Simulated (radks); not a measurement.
Successive ionisation energies (eV) of one element, from differences of total energies of ions in their ground configurations, starting at charge 44: 7545.5, 7854.0, 8073.1, 8286.2, 8831.3, 9049.0, 37289, 38220. All-electron calculation, scalar-relativistic Kohn-Sham, r2SCAN, spin-polarised, spherical densities, finite nucleus; open shells are filled with parallel spins first (spin-orbit coupling, left out, can overturn this in heavy ions); meta-GGA in the generalised Kohn-Sham scheme; Fermi nuclear charge, rms radius 4.7423 fm. Program: a radial shooting solver on a logarithmic mesh with Libxc functionals. Which element is it?

Answer. Tellurium (Z = 52). The first species listed is Te44+ in [He] 2s2 2p4, the last Te51+ in 1s1.
